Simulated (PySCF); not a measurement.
A GIAO shielding run with PySCF 2.14 (density fitting, non-relativistic, gas phase) on `N[SiH2][C@H]1CCC=C1F`, C$_{5}$H$_{10}$FNSi:

```
$ OMP_NUM_THREADS=1 python probes_run.py task.json out

{"job": {"kind": "nmr", "xc": "PBE0", "basis": "pcSseg-1"}, "charge": 0, "multiplicity": 1}
N      2.856114     0.352214    -0.136311
Si     1.518916    -0.606289     0.351529
C      0.165946    -0.257794    -0.957943
C     -1.123486    -1.066171    -0.743488
C     -2.096795    -0.113786    -0.022528
C     -1.548119     1.249416    -0.324584
C     -0.336550     1.136104    -0.839891
F      0.463201     2.165700    -1.193431
H      2.694172     1.283340    -0.487036
H      3.711136     0.324251     0.393501
H      1.941732    -2.003920     0.261515
H      0.949806    -0.333949     1.681233
H      0.591045    -0.432935    -1.948319
H     -1.544201    -1.353184    -1.709389
H     -0.952102    -1.976951    -0.171918
H     -2.094705    -0.286549     1.057984
H     -3.123915    -0.231500    -0.372006
H     -2.080954     2.158322    -0.115335
```

Hardware: 1 thread of an Intel Xeon, shared host. The job also computes population analyses, field gradients, ring-centre shieldings.

(1) How large is the calculation?

(2) How long does it take, and how much memory does it need?

Answers

(1) 70 electrons, 193 basis functions and 1017 auxiliary functions.

(2) 110 s of wall time, with 14 SCF cycles and 4 response iterations; peak memory 0.86 GiB. Times on a shared host scatter by some tens of per cent.
